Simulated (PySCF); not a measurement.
The vertical singlet excitations below were computed for one of the candidates. Theory: TDDFT B3LYP/def2-SVPD, vertical, gas phase, core orbitals frozen in the response in PySCF. Geometries: PBE0-D3(BJ)/def2-SVP, one conformer each.

```json
{"state": "S1", "E (eV)": "6.49", "f": "0.0011", "main configurations (H = HOMO, L = LUMO)": "H-1→L (40%), H→L+1 (17%), H-1→L+1 (14%)"}
{"state": "S2", "E (eV)": "6.64", "f": "0.0046", "main configurations (H = HOMO, L = LUMO)": "H→L (36%), H-1→L+2 (17%), H→L+1 (16%)"}
{"state": "S3", "E (eV)": "6.66", "f": "0.0045", "main configurations (H = HOMO, L = LUMO)": "H→L+1 (29%), H→L+2 (28%), H-1→L (13%)"}
{"state": "S4", "E (eV)": "7.10", "f": "0.030", "main configurations (H = HOMO, L = LUMO)": "H→L (46%), H→L+2 (24%), H→L+1 (11%)"}
{"state": "S5", "E (eV)": "7.18", "f": "0.022", "main configurations (H = HOMO, L = LUMO)": "H-1→L (35%), H-1→L+2 (34%), H-1→L+1 (20%)"}
{"state": "S6", "E (eV)": "7.68", "f": "0.047", "main configurations (H = HOMO, L = LUMO)": "H→L+3 (36%), H→L+4 (24%), H→L+5 (15%)"}
```

Problem. Which structure fits? All have the formula C7H12.
A. `C1CCC2(C1)CC2`
B. `C#C[C@@H](C)C(C)C`
C. `C1C[C@H]2CC[C@@H]1C2`
D. `C[C@H]1[C@@H]2CC[C@H]1C2`

Solution. B. Its S1, at 6.49 eV, is the lowest among the candidates; the nearest of the others has S1 at 6.97 eV. S1 is HOMO-1→LUMO (40%), HOMO→LUMO+1 (17%), HOMO-1→LUMO+1 (14%). Löwdin shares by element: HOMO carbon 85% or more, hydrogen 4% or more; LUMO carbon 28% or more, hydrogen 10% or more (atoms not listed hold the other 61%). At the same level the other candidates give, for their lowest levels:
- `C1CCC2(C1)CC2`: 6.97 eV (f 0.021); 7.38 eV (f 0.012); 7.42 eV (f 0.000); 7.59 eV (f 0.000); 7.63 eV (f 0.002); T1 6.89 eV; HOMO -7.28, LUMO 0.55 eV
- `C[C@H]1[C@@H]2CC[C@H]1C2`: 7.56 eV (f 0.018); 7.89 eV (f 0.028); 7.96 eV (f 0.004); 8.08 eV (f 0.003); 8.17 eV (f 0.006); T1 7.46 eV; HOMO -7.89, LUMO 0.55 eV
- `C1C[C@H]2CC[C@@H]1C2`: 7.44 eV (f 0.000); 7.83 eV (f 0.003); 8.18 eV (f 0.000); 8.30 eV (f 0.034); 8.33 eV (f 0.000); T1 7.30 eV; HOMO -7.94, LUMO 0.39 eV

The values belong to the conformer `[CH:1]#[C:2][C@@H:3]([CH3:4])[CH:5]([CH3:6])[CH3:7]`: C2–C3–C5–C6 63°.
Triplets come from the Tamm–Dancoff approximation.
